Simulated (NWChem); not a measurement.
System: C₂H₇NTe; SMILES CC[Te]N

Output (shortened):

```
             Northwest Computational Chemistry Package (NWChem) 7.3.0
             --------------------------------------------------------

 C1  symmetry detected

                             Geometry "geometry" -> ""
                             -------------------------

 Output coordinates in angstroms (scale by  1.889725989 to convert to a.u.)

  No.       Tag          Charge          X              Y              Z
 ---- ---------------- ---------- -------------- -------------- --------------
    1 Te                  52.0000     0.27967666    -0.58445627     0.04837442
    2 C                    6.0000     0.61413328     1.54273693    -0.44686286
    3 C                    6.0000    -0.31920066     2.47467684     0.30963799
    4 H                    1.0000     0.50715207     1.64295154    -1.54506612
    5 H                    1.0000     1.68121334     1.71409430    -0.19347831
    6 H                    1.0000    -0.15369070     2.42022259     1.40461969
    7 H                    1.0000    -1.38164188     2.21293061     0.11944339
    8 H                    1.0000    -0.17956867     3.52990866    -0.00947622
    9 N                    7.0000    -1.78531675    -0.68550704    -0.13183108
   10 H                    1.0000    -2.06707836    -0.40049354    -1.07963746
   11 H                    1.0000    -2.22195060    -0.03382159     0.53429187

 Effective nuclear repulsion energy (a.u.)     352.2147158927

                                 NWChem DFT Module
                                 -----------------

 Summary of "ao basis" -> "ao basis" (spherical)
 ------------------------------------------------------------------------------
       Tag                 Description            Shells   Functions and Types
 ---------------- ------------------------------  ------  ---------------------
 Te                         def2-svp                10       26   4s4p2d
 C                          def2-svp                 6       14   3s2p1d
 H                          def2-svp                 3        5   2s1p
 N                          def2-svp                 6       14   3s2p1d

            General Information
            -------------------
          SCF calculation type: DFT
          Wavefunction type:  closed shell.
          No. of atoms     :    11
          No. of electrons :    50
           Alpha electrons :    25
            Beta electrons :    25
          Charge           :     0
          Spin multiplicity:     1
          Use of symmetry is: off; symmetry adaption is: off
          Maximum number of iterations: 150
          AO basis - number of functions:   103
                     number of shells:    49
          Convergence on energy requested:  1.00D-06
          Convergence on density requested:  1.00D-05
          Convergence on gradient requested:  5.00D-04

              XC Information
              --------------
                      r^2SCAN Method XC Functional
               r^2SCAN metaGGA Exchange Functional  1.000
                     r^2SCAN Correlation Potential  1.000

             Grid Information
             ----------------
          Grid used for XC integration:  medium
          Radial quadrature: Mura-Knowles
          Angular quadrature: Lebedev.
          Tag              B.-S. Rad. Rad. Pts. Rad. Cut. Ang. Pts.
          ---              ---------- --------- --------- ---------
          Te                  1.40      123          11.0       590
          C                   0.70       49          10.0       434
          H                   0.35       45          12.0       434
          N                   0.65       49          11.0       434
          Grid pruning is: on
          Number of quadrature shells:   585
          Spatial weights used:  Erf1

      Superposition of Atomic Density Guess
      -------------------------------------

 Sum of atomic energies:        -444.21247411

      Non-variational initial energy
      ------------------------------

 Total energy =    -401.769255
 1-e energy   =   -1039.914701
 2-e energy   =     439.384805
 HOMO         =      -0.223909
 LUMO         =      -0.024083

     ---------------------------------------------
      Total Density - Mulliken Population Analysis
     ---------------------------------------------

    Atom       Charge   Shell Charges
 -----------   ------   -------------------------------------------------------
    1 Te  24    23.73   1.77  0.27  1.21  0.63  2.89  3.15  1.93  1.80  9.85  0.25
    2 C    6     6.31   1.99  0.95  0.32  1.88  1.15  0.03
    3 C    6     6.27   1.99  0.96  0.21  2.03  1.06  0.03
    4 H    1     0.89   0.67  0.19  0.02
    5 H    1     0.88   0.67  0.19  0.02
    6 H    1     0.90   0.67  0.20  0.02
    7 H    1     0.90   0.67  0.21  0.02
    8 H    1     0.89   0.67  0.20  0.02
    9 N    7     7.69   1.99  1.04  0.53  2.39  1.73  0.01
   10 H    1     0.77   0.60  0.13  0.04
   11 H    1     0.77   0.60  0.12  0.04

   convergence    iter        energy       DeltaE   RMS-Dens  Diis-err
 ---------------- ----- ----------------- --------- --------- ---------
 d= 0,ls=0.0,diis     1   -403.0532395744 -6.02D+02  9.15D-03  3.04D-01
 d= 0,ls=0.0,diis     2   -403.0451921024  8.05D-03  7.03D-03  3.38D-01
 d= 0,ls=0.0,diis     3   -403.0720808052 -2.69D-02  2.76D-03  1.40D-01
 d= 0,ls=0.0,diis     4   -403.0905764476 -1.85D-02  5.09D-04  2.65D-03
 d= 0,ls=0.0,diis     5   -403.0909058250 -3.29D-04  1.39D-04  2.45D-04
  Resetting Diis
 d= 0,ls=0.0,diis     6   -403.0909330818 -2.73D-05  6.12D-05  4.51D-05
 d= 0,ls=0.0,diis     7   -403.0909385713 -5.49D-06  4.86D-05  3.98D-06
 d= 0,ls=0.0,diis     8   -403.0909371136  1.46D-06  3.13D-05  1.33D-05
 d= 0,ls=0.0,diis     9   -403.0909391768 -2.06D-06  3.14D-06  1.31D-07
 d= 0,ls=0.0,diis    10   -403.0909391929 -1.61D-08  1.01D-06  1.23D-08

[...]
```

Level: r2SCAN/def2-SVP with def2 effective core potentials on Te. Geometry: optimised at PBE-D3(BJ)/def2-SVP. Not confirmed as a minimum by frequencies. def2 effective core potentials on Te; no spin-orbit coupling.

Question: Write an input that gives this output.

Answer: Several could match; the one computed here: the input that was run:
```
start job
memory heap 200 mb stack 900 mb global 1100 mb
geometry units angstroms noautoz
  Te     0.301627    -0.604459    -0.159026
  C      0.505596     1.551572    -0.597203
  C     -0.327210     2.420177     0.332247
  H      0.233479     1.695546    -1.661516
  H      1.593960     1.745436    -0.496667
  H      0.001147     2.323883     1.386881
  H     -1.399318     2.133479     0.289176
  H     -0.262966     3.492047     0.046218
  N     -1.763989    -0.762744    -0.036309
  H     -2.191013    -0.446222    -0.917458
  H     -2.112350    -0.154436     0.717129
end
basis spherical
  * library def2-svp
end
ecp
  Te library def2-ecp
end
dft
  xc r2scan
  iterations 150
  mulliken
end
task dft energy
```
